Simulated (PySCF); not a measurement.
CH6ClFSi2, SMILES Cl[Si@H](C[SiH3])F.

Coordinates come from a PBE0-D3(BJ)/def2-SVP optimisation. The structure was generated by enumeration; whether it is a known compound was not checked. One conformer was computed; it need not be the lowest.

Level of theory: TDA-PBE/def2-SVPD in PySCF.

Vertical excitations. The molecule is in vacuum.

Computed excitation energies, oscillator strengths and character:
```
state  energy (eV)  λ (nm)      f                                                                    main pairs
-----  -----------  ------  -----  ----------------------------------------------------------------------------
S1            7.16     173  0.003                                                                HOMO→LUMO 96 %
S2            7.25     171  0.004                                                              HOMO→LUMO+1 94 %
S3            7.36     168  0.043                                                              HOMO→LUMO+2 93 %
S4            7.67     162  0.014                                                              HOMO−1→LUMO 78 %
S5            7.69     161  0.006                                          HOMO−2→LUMO 48 %, HOMO−1→LUMO+1 42 %
S6            7.72     161  0.005      HOMO−2→LUMO 40 %, HOMO−1→LUMO+1 34 %, HOMO→LUMO+3 9 %, HOMO−2→LUMO+1 6 %
S7            7.79     159  0.007  HOMO−2→LUMO+1 46 %, HOMO−3→LUMO 22 %, HOMO−3→LUMO+1 14 %, HOMO−1→LUMO+2 12 %
S8            7.81     159  0.006                                          HOMO−1→LUMO+2 64 %, HOMO−3→LUMO 20 %
S9            7.83     158  0.017   HOMO−3→LUMO 32 %, HOMO−2→LUMO+2 21 %, HOMO−2→LUMO+1 20 %, HOMO−3→LUMO+1 8 %
S10           7.86     158  0.006                      HOMO→LUMO+3 58 %, HOMO−3→LUMO+1 11 %, HOMO−2→LUMO+2 10 %
T1            6.91     179      0                                              HOMO→LUMO 59 %, HOMO→LUMO+1 39 %
T2            6.98     178      0                                              HOMO→LUMO+1 58 %, HOMO→LUMO 35 %
T3            7.07     175      0                                                              HOMO→LUMO+2 92 %
T4            7.41     167      0                                                              HOMO−1→LUMO 78 %
```
Triplets are in the Tamm–Dancoff approximation.
